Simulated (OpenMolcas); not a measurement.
Cu2+ in a ligand field

Cu2+ with 6 ligands (fluoride) in octahedral coordination (Oh) at 2.04 Å. A charge of +0.667 e stands 3.2 Å behind each ligand. Ligand basis ANO-RCC-VDZP.
```
Cu    0.0000    0.0000    0.0000
F     2.0400    0.0000    0.0000
F     0.0000    2.0400    0.0000
F    -2.0400    0.0000    0.0000
F     0.0000   -2.0400    0.0000
F     0.0000    0.0000    2.0400
F     0.0000    0.0000   -2.0400
```

```
Program             : OpenMolcas 26.06
Method              : CASSCF
Basis               : ANO-RCC-VDZP [5s4p2d1f]
Scalar Hamiltonian  : DKH2, point nucleus
Active space        : 9 electrons in 5 orbitals (3d)
State averaging     : 2S+1 = 2 even, 5 roots
Spin-orbit coupling : state interaction with AMFI integrals over the reference wave functions
```

The lowest spin-free states (labels of O, the rotations of Oh), above the lowest:

| State | Degeneracy | E (cm-1) | Free-ion L (%) |
| --- | --- | --- | --- |
| 2E | 2 | 0.0 | D (100) |
| 2T2 | 3 | 4711 | D (100) |

The lowest levels with spin-orbit coupling:

| E (cm-1) | Degeneracy | Label | 2S+1 | g |
| --- | --- | --- | --- | --- |
| 0.0 | 4 | Γ8 | 2 |  |
| 4082 | 2 | Γ7 | 2 | 1.99 1.99 1.99 |
| 5512 | 4 | Γ8 | 2 |  |

Powder χT (cm3 K/mol): 0.622 at 2 K, 0.623 at 10 K, 0.631 at 50 K, 0.641 at 100 K, 0.66 at 200 K, 0.679 at 300 K. The effective moment at 300 K is 2.828 √(χT) = 2.33 μB.

The lowest level has 2S+1 = 2, for which the spin-only value is χT = S(S+1) / 2 = 0.375 cm3 K/mol (g = 2). The computed 0.679 at 300 K differs by +0.304, through orbital momentum, spin-orbit coupling and any other state in reach.

Metal share of the active 3d orbitals (Löwdin): 96, 96, 99, 99, 99 %; Mulliken charge of the metal 1.62.

The gap between the two states is 10Dq = 4711 cm-1.

An orbital doublet at a regular site is open to a Jahn-Teller distortion, which this geometry leaves out. Ligand-to-metal charge-transfer states are missing. With metal d orbitals alone and no dynamic correlation the field as a rule comes out too small, by tens of per cent, by up to half for chloride and softer ligands, and the orbital part of g and χT, which goes as 1/10Dq, too large. No measured value stands beside these numbers; the geometry is a model, was not optimised and need not be the one that this ion takes.

The RASSCF and RASSI steps took 4.5 s on 1 thread of Arm Neoverse V2 (shared host); the integral step is not counted.
